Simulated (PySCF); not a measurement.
Al(OH)(OMe)(SeH) (CH5AlO2Se), SMILES C[O][Al]([OH])[SeH].

The structure is a stationary point at r2SCAN-D4/def2-SVP. The values are those of a single conformer.

Two levels are set side by side: TDA-PBE/def2-SVPD (PySCF) and TDA-LC-ωPBE/def2-SVPD (PySCF). Vertical, same geometry. The lowest singlet is HOMO→LUMO 100 % with PBE and HOMO→LUMO 42 %, HOMO→LUMO+4 37 % with the other functional; states are paired by order. Differences are taken from unrounded values.

```json
[
 {"quantity": "lowest singlet excitation (eV)", "TDA-LC-ωPBE": "5.92", "TDA-PBE": "4.52", "TDA-PBE minus TDA-LC-ωPBE": "-1.41"},
 {"quantity": "lowest triplet excitation (TDA) (eV)", "TDA-LC-ωPBE": "5.41", "TDA-PBE": "4.32", "TDA-PBE minus TDA-LC-ωPBE": "-1.10"}
]
```

Functionals without exact exchange tend to place singlet excitations lower, as here. Differences between two approximate levels are no errors against the true value.

Rough cost on one machine, each run with all the roots and properties that it gave: TDA-LC-ωPBE against TDA-PBE about 4 times.
